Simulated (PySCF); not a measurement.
## Core-level binding energies of `CC1=C(C#N)[C@H]1Cl`

C5H4ClN.
Cartesian coordinates in Å at the GFN2-xTB level; atoms count from 1:
```xyz
11
C5H4ClN angstrom
C     -1.5602   -0.7675   -0.0105
C     -0.2694   -0.1027    0.1111
C      1.0208   -0.0218   -0.1606
C      2.1766   -0.4944   -0.7381
N      3.1486   -0.8839   -1.2114
C      0.4132    1.1050    0.6209
Cl     0.1290    2.6689   -0.1943
H     -2.2573   -0.1041   -0.5241
H     -1.4694   -1.6987   -0.5654
H     -1.9676   -0.9682    0.9810
H      0.6412    1.2701    1.6653
```

Theory: delta-SCF UKS SCAN, pcX-2 on the ionised atom, pcseg-1 elsewhere, spin-free X2C (PySCF). Each binding energy is the total energy of the core-ionised species, with the hole localised on one atom, minus that of the ground state; both are solved self-consistently, so orbital relaxation is included.

Q: List the computed XPS lines with their assignment.

A: 
| atom(s) | environment | level | binding energy (eV) | 2p1/2 (eV) | above the level's lowest (eV) | count |
| --- | --- | --- | --- | --- | --- | --- |
| Cl7 | alkyl chlorine | Cl 1s | 2828.41 | – | 0.00 | 1 |
| N5 | nitrile nitrogen | N 1s | 404.90 | – | 0.00 | 1 |
| C6 | sp3 C–Cl carbon | C 1s | 293.00 | – | +0.95 | 1 |
| C4 | nitrile carbon | C 1s | 292.45 | – | +0.40 | 1 |
| C3 | fully substituted alkene carbon | C 1s | 292.18 | – | +0.13 | 1 |
| C2 | fully substituted alkene carbon | C 1s | 292.07 | – | +0.02 | 1 |
| C1 | allylic carbon | C 1s | 292.05 | – | 0.00 | 1 |
| Cl7 | alkyl chlorine | Cl 2p3/2 | 205.81 | 207.47 | 0.00 | 1 |

Lowest listed C 1s: C1, bonded to C and 3 H. Highest, 0.95 eV above it: C6, bonded to Cl, 2 C and H. The values 292.05 and 292.07 eV lie too close for their order to be trusted.

Q: What is the C 1s shift of C2 against C4?

A: 292.07 − 292.45 = -0.38 eV, or -37 kJ/mol.

The unrestricted hole states depart most from a pure doublet (⟨S²⟩ = 0.75; over 0.85 named) for C 1s of C2 (0.86), which makes this value less certain. The 2p values add to the ΔSCF energy of one spin-free hole a correction within the shell (spin–orbit coupling, ligand field). 2p1/2 minus 2p3/2 (ligand field included): Cl 1.65 eV. Isolated species at its GFN2-xTB geometry, gas phase.
